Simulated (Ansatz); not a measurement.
`CO[SiH]N` radical. The species carries charge 0 and has multiplicity 2. Geometry: relaxed with PBE0-D4/def2-TZVP. It is one conformer, not always the lowest.

```xyz
10

C     1.431    1.132    0.425
O     0.125    0.620    0.308
Si   -0.234   -0.827   -0.394
N    -1.885   -1.123   -0.053
H     1.405    1.981    1.111
H     2.129    0.386    0.820
H     1.808    1.482   -0.543
H    -0.133   -0.775   -1.893
H    -2.426   -1.700   -0.676
H    -2.222   -1.178    0.894
```

Q: What is the dipole moment at B3LYP/def2-TZVPP? (Estimate.)

A: Computed: 0.76 D, with components (-0.10, -0.64, 0.39) D in this frame, pointing from negative to positive charge.

Q: And with PBE, r2SCAN, ωB97M-V? (An estimate is asked.)

A: Ansatz gave: PBE 0.73 D, r2SCAN 0.74 D, ωB97M-V 0.79 D.

Q: Give the Mulliken charges with B3LYP, PBE, r2SCAN in def2-TZVPP. (Best estimate.)

A: Computed: 
| atom | B3LYP | PBE | r2SCAN |
| --- | --- | --- | --- |
| C1 | -0.11 | -0.12 | 0.03 |
| O2 | -0.35 | -0.28 | -0.36 |
| Si3 | 0.35 | 0.25 | 0.37 |
| N4 | -0.36 | -0.34 | -0.40 |
| H5 | 0.11 | 0.10 | 0.06 |
| H6 | 0.08 | 0.08 | 0.05 |
| H7 | 0.10 | 0.10 | 0.06 |
| H8 | -0.10 | -0.09 | -0.11 |
| H9 | 0.14 | 0.15 | 0.15 |
| H10 | 0.14 | 0.15 | 0.16 |

B3LYP here is the variant with VWN-RPA as its local correlation; programs differ in this.
